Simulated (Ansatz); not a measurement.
Task: Name a neutral molecule of Br, C, Ge and H with HOMO–LUMO gap (B3LYP/def2-TZVPP) between 7.00 and 7.30 eV and HOMO energy (ωB97M-V/def2-TZVPP) between -10.30 and -10.00 eV (Ansatz, PBE0-D4/def2-TZVP geometry).

Result: `[CH3][GeH2][Br]` (7.28 eV, -10.26 eV). Other molecules can fit too; these were computed, each in one conformer that needn't be the lowest.

B3LYP here is the variant with VWN-RPA as its local correlation; programs differ in this.
